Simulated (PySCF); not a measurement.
Q: Write Cartesian coordinates for `[c]1cccc2c1C=CCC2` [radical] as optimised with PBE0-D3(BJ)/def2-SVP. (Doublet state.)

A: 
```
atom  x, y, z in Å
C1     1.3261    1.7049   -0.4220
C2     2.6216    1.2618   -0.3130
C3     2.7831   -0.0890    0.0218
C4     1.6631   -0.8970    0.2226
C5     0.3635   -0.4004    0.0996
C6     0.1757    0.9596   -0.2372
C7    -1.1724    1.5091   -0.3722
C8    -2.2636    0.7563   -0.1876
C9    -2.2234   -0.6967    0.1674
C10   -0.8197   -1.3148    0.3267
H11    3.4826    1.9152   -0.4753
H12    3.7870   -0.5096    0.1260
H13    1.8035   -1.9499    0.4839
H14   -1.2611    2.5664   -0.6317
H15   -3.2547    1.2076   -0.2985
H16   -2.8049   -0.8381    1.0951
H17   -2.7945   -1.2505   -0.5981
H18   -0.7179   -1.7451    1.3363
H19   -0.7137   -2.1712   -0.3588
```

Any rigid rotation of these coordinates is as good. Atoms count from 1 in this order. The 10 heavy atoms lie in one plane (0.002 Å rms). C4 (carbon bonded to 2 C and H) is planar (angles 121.9°, 119.2° and 118.9°, sum 360.0°, 0.00 Å off the plane of its three neighbours). C3 (carbon bonded to 2 C and H) is planar (angles 120.0°, 120.0° and 120.0°, sum 360.0°, 0.00 Å off the plane of its three neighbours). C5 (carbon bonded to 3 C) is planar (angles 120.9°, 120.0° and 119.1°, sum 360.0°, 0.00 Å off the plane of its three neighbours).

Bonds between heavy atoms (Å): C1–C2 1.373, C2–C3 1.401, C3–C4 1.396, C4–C5 1.397, C5–C6 1.414, C6–C7 1.462, C7=C8 1.339, C8–C9 1.496, C9–C10 1.542, C1–C6 1.383, C5–C10 1.512.

The calculation used PySCF, PBE0-D3(BJ)/def2-SVP geometry optimisation, gas phase.

Point group: Cs (tolerance 0.08 Å). PBE0-D3(BJ)/def2-SVP frequencies: not computed here. ⟨S²⟩ = 0.763 (exact for a doublet: 0.75).
